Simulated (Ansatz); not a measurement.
Molecule: difluoro-bis(prop-2-enyl)silane, C$_{6}$H$_{10}$F$_{2}$Si (charge 0, singlet). 
Coordinates optimised at B3LYP-D3(BJ)/def2-TZVP (Ansatz, a quantum-chemistry and plane-wave program):
SMILES: C(C[Si](F)(CC=C)F)=C
```xyz
19

C      3.1126    -0.2929    -1.3826
C      2.6192     0.2464    -0.2738
C      1.7619    -0.4651     0.7268
Si    -0.0242     0.0576     0.6100
F     -0.1087     1.6385     0.8487
F     -0.8335    -0.6222     1.8092
C     -0.8453    -0.3563    -1.0082
C     -2.2223     0.2210    -1.1281
C     -3.3510    -0.4742    -1.0655
H      2.9481    -1.3357    -1.6304
H      3.7039     0.2879    -2.0780
H      2.8104     1.2959    -0.0697
H      1.8088    -1.5483     0.5817
H      2.0985    -0.2596     1.7481
H     -0.1927     0.0196    -1.8030
H     -0.8702    -1.4461    -1.1021
H     -2.2727     1.2993    -1.2450
H     -4.3158     0.0106    -1.1343
H     -3.3505    -1.5510    -0.9399
```
Charge 0, spin multiplicity 1.

Total electronic energies in hartree. Valence correlation only, unless marked. Spin-orbit coupling is left out. Non-relativistic. Basis-set limits of correlation are two-point, X^-3; Hartree-Fock from the larger set. [CCSD(T)-MP2]/basis is that difference in the basis named.

| level | program | energy (Eh) |
|---|---|---|
| HF/aug-cc-pV(T+d)Z | Ansatz | -721.14905 |
| HF/cc-pV(T+d)Z | Ansatz | -721.14183 |
| SVWN5/def2-TZVPD | Ansatz | -719.52910 |
| revPBE-D3(BJ)/def2-TZVPD | Ansatz + dftd3 | -723.97304 |
| revPBE-D4/def2-TZVPD | Ansatz + dftd4 | -723.98325 |
| r2SCAN-D4/def2-TZVPD | Ansatz + dftd4 | -723.89375 |
| B97M-V/def2-TZVPD | Ansatz | -724.00498 |
| PBE0-D4/def2-TZVPD | Ansatz + dftd4 | [?] |
| BHLYP-D4/def2-TZVPD | Ansatz + dftd4 | -723.94525 |
| CAM-B3LYP-D3(BJ)/def2-TZVPD | Ansatz + dftd3 | -723.98366 |
| MP2/STO-3G | Ansatz | -712.33461 |
| SCS-MP2/STO-3G | Ansatz | -712.36310 |
| CCSD/6-31G | Ansatz | -721.62812 |
| CCSD/cc-pV(D+d)Z | Ansatz | -722.33511 |
| RI-MP2/CBS(cc-pV(T+d)Z,cc-pV(Q+d)Z)+[CCSD(T)-MP2]/cc-pV(T+d)Z | Ansatz | -723.1153 |

Task: Fill in the missing entries.

Result: 
- PBE0-D4/def2-TZVPD, energy (Eh): -723.55076
